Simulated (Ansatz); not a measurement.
```xyz
2

V     0.0000    0.0000    0.0000
F     0.0000    0.0000    5.3400
```

Basis set: pcseg-2 (spherical functions). Some runs use density fitting. Charge 0, multiplicity 5.

Computed with Ansatz (development build ahead of 0.2.0); each method stands on the lowest determinant of its kind that the runs found.

Question: Give the atomization energy at this shape (free ground-state atoms in the same class of orbitals less the molecule, no zero-point energy) of quintet VF by PBE (unrestricted), PBE0 (unrestricted).

Answer:

| method | atomization energy |
| --- | --- |
| PBE (unrestricted) | 1.99 eV |
| PBE0 (unrestricted) | 1.13 eV |

Caution: a free atom is spin contaminated; charge can spread falsely over distant fragments; the shape is not the minimum; the unrestricted determinant is spin contaminated.
